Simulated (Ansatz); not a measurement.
Harmonic frequencies (cm⁻¹) at PBE0-D4/def2-TZVP from Ansatz: 54, 128, 155, 253, 304, 441, 502, 627, 659, 679, 746, 869, 911, 919, 946, 1008, 1138, 1259, 1464, 2058, 2256, 2273, 3140, 3220.

Each molecule was computed in one conformer, which needn't be the lowest.

Task: Which molecule is it?
A. `C#C[Si](C)(F)F`
B. `C=C=C(F)[SiH2]F`
C. `[AlH2][N]1C[SiH2]1`
D. `FC1CO[SiH2]1`

Result: B.
